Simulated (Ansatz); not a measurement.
`CB(N)P` + HBr → `CB(N)Br` + PH₃ at 500 K and 1 bar (cleavage of the B–P bond).

Program: Ansatz. Geometries: PBE0-D4/def2-TZVP. ΔE: electronic, gas phase. CBS: MP2 limit from def2 TZ/QZ plus the TZ coupled-cluster correction, frozen cores. This one scheme is used for every species. For Br outer-core shells are correlated without core-valence functions, which leaves a few kJ/mol of doubt a bond. Scalar relativity is left out up to krypton. One conformer a species, not always the lowest.

```json
{"species": "`CB(N)P`", "CCSD(T)/CBS energy (Eh)": "-462.75677", "H − E (kJ/mol)": "270.3", "S (J/(mol·K))": "389.2"}
{"species": "HBr", "CCSD(T)/CBS energy (Eh)": "-2573.91920", "H − E (kJ/mol)": "30.5", "S (J/(mol·K))": "213.7"}
{"species": "`CB(N)Br`", "CCSD(T)/CBS energy (Eh)": "-2693.98242", "H − E (kJ/mol)": "219.3", "S (J/(mol·K))": "369.7"}
{"species": "PH₃", "CCSD(T)/CBS energy (Eh)": "-342.72256", "H − E (kJ/mol)": "81.5", "S (J/(mol·K))": "231.4"}
```

H − E and S are ideal-gas, rigid-rotor, harmonic terms from PBE0-D4/def2-TZVP, for one conformer and one mirror image of each species. 1 Eh = 2625.50 kJ/mol, R = 8.31446 J/(mol·K).

Task: By hand: ΔE, ΔH, ΔS and ΔG.

Result: ΔE = (-2693.98242) + (-342.72256) − (-462.75677) − (-2573.91920) = -0.02901 Eh = -76.2 kJ/mol. Δ(H − E) = 219.3 + 81.5 − 270.3 − 30.5 = 0.0, so ΔH = -76.2 kJ/mol. ΔS = 369.7 + 231.4 − 389.2 − 213.7 = -1.8 J/(mol·K). ΔG = -76.2 − 500 × (-1.8)/1000 = -75.3 kJ/mol.

Task: By hand: the equilibrium constant, and the temperature at which ΔG would vanish if ΔH and ΔS stayed fixed.

Result: log₁₀ K = −ΔG/(RT ln 10) = 7.9. ΔG = 0 at ΔH/ΔS = 42333 K, far beyond where these terms or the molecules hold.

The number of gas molecules stays the same, so ΔS is small and ΔH decides. A doubt of 5 kJ/mol in ΔE shifts log₁₀ K by 0.5 here. Other conformers and mirror images would add mixing entropy, several J/(mol·K) or more a flexible species. These are equilibria of isolated gas molecules and say nothing of rates. Largest T1 diagnostic: 0.013 (customary marks: 0.02 for closed shells, 0.045 for open ones).
